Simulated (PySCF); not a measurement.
Work out the structure from these simulated measurements.

Elements present: C and H. Monoisotopic mass: 112.1252 u.

* Dipole: 0.08 D [B3LYP/def2-SVPD]
* Valence photoelectron: vertical ionisation energy: 10.26 eV [ΔSCF B3LYP/def2-SVPD]
* 1H NMR: chemical shifts (computed TMS as zero) by class: 1.69 (2 H), 1.50 (2 H), 1.46 (2 H), 1.04 (1 H), 0.94 (2 H), 0.91 (6 H), 0.86 (1 H) ppm [GIAO CAM-B3LYP/pcSseg-1]
* Rotational structure: rotational constants A, B, C: 3.660, 1.357, 1.067 GHz [PBE0-D3(BJ)/def2-SVP]
* XPS: C1s 290.0, C1s 290.1 (×2), C1s 290.2 (×2), C1s 290.2 (×2), C1s 290.3 eV [ΔSCF SCAN, pcX-2 on the ionised atom, pcseg-1 elsewhere, spin-free X2C]
* Triplet: lowest triplet excitation (Tamm–Dancoff): 7.74 eV [TDA B3LYP/def2-SVPD]
* UV, first state: lowest singlet excitation: 7.92 eV (157 nm, f = 0.001) [TDDFT B3LYP/def2-SVPD]
* Polarisability: 95.2 au [B3LYP/def2-SVPD]
* 13C NMR: chemical shifts (computed TMS as zero) by class: 50.0 (1 C), 38.5 (1 C), 34.1 (2 C), 28.9 (2 C), 23.8 (2 C) ppm [GIAO CAM-B3LYP/pcSseg-1]

Electronic properties: PySCF, gas phase, density fitting. Levels stand in brackets. The structure is a single PBE0-D3(BJ)/def2-SVP conformer in the gas phase; no vibrational or solvent corrections. NMR values are class means; diastereotopic atoms form classes of their own.

Question: Which formula fits the mass and the elements?

Answer: C8H16 (calculated 112.1252). No other formula that holds each of these elements comes within 0.0003 u with a fitting electron parity and a possible valence count.

Question: Give a SMILES that accounts for the data.

Answer: Numbering: `[CH3:1][CH:2]([CH3:3])[CH:4]1[CH2:5][CH2:6][CH2:7][CH2:8]1`. Its formula, C8H16, gives 1 degree of unsaturation: 1 ring and 0 π bonds in the structure found. 8 carbons fall into 5 classes; from least to most shielded: sp3 CH carbon [C4] (50.0 ppm), sp3 CH carbon [C2] (38.5 ppm), ring CH2 carbon [C5/C8] (34.1 ppm, 2 C, up to 4.4 ppm apart in this geometry), ring CH2 carbon [C6/C7] (28.9 ppm, 2 C, up to 2.9 ppm apart in this geometry), methyl carbon [C1/C3] (23.8 ppm, 2 C). Hydrogen classes from least to most shielded: 2 H on 2 ring CH2 carbons, C5/C8 (1.69 ppm), 2 H on 2 ring CH2 carbons, C6/C7 (1.50 ppm), 2 H on 2 ring CH2 carbons, C6/C7 (1.46 ppm), 1 H on an sp3 CH carbon, C4 (1.04 ppm), 2 H on 2 ring CH2 carbons, C5/C8 (0.94 ppm), 6 H on 2 methyl carbons, C1/C3 (0.91 ppm, a mean of values up to 0.7 ppm apart in this geometry), 1 H on an sp3 CH carbon, C2 (0.86 ppm). The core levels belong to: C1s 290.0 eV, sp3 CH carbon [C4]; C1s 290.1 eV, ring CH2 carbon [C5/C8]; C1s 290.2 eV, ring CH2 carbon [C6/C7]; C1s 290.2 eV, methyl carbon [C1/C3]; C1s 290.3 eV, sp3 CH carbon [C2]. One atom of each topological class was ionised and stands for its class. The first electron is taken from the HOMO, whose largest Löwdin shares are 0.19 on an sp3 CH carbon, 0.14 on an sp3 CH carbon, 0.11 on a ring CH2 carbon and 0.10 on a methine hydrogen. The optimised geometry has point group C1 and is an asymmetric top. Structure: `CC(C)C1CCCC1`. Computed isomers that give other values at the same levels: `CC[C@H](C)C=C(C)C` (rotational constant A: 2.519 GHz; this holds for the one conformer computed); `C=C(C)CC(C)(C)C` (rotational constant A: 2.996 GHz; this holds for the one conformer computed); `CC1CCCCCC1` (rotational constant A: 2.945 GHz; this holds for the one conformer computed). The assignments are read from this structure; whether some other isomer fits the data as well wasn't checked.
